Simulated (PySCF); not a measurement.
HfO₂, SMILES [O]=[Hf]=[O], multiplicity 1.

Coordinates come from a PBE-D3(BJ)/def2-TZVP optimisation. The multiplicity is an assumed one; other spin states were not compared. The isomer is the one that the SMILES or the coordinates give; other isomers of the formula were not compared. The def2 effective core potentials stand for the cores of Hf; spin–orbit coupling is left out.

The numbers are results of PBE-D3(BJ)/def2-TZVP (PySCF), not measurements.

Frequencies are harmonic and unscaled.

Computed harmonic wavenumbers and intensities:
```csv
mode,ν (cm⁻¹),IR (km/mol),moving atoms (share of kinetic energy)
1,296,4.0,"O 92 %, Hf 8 %"
2,799,175.8,"O 90 %, Hf 10 %"
3,881,21.6,O 93 %
```
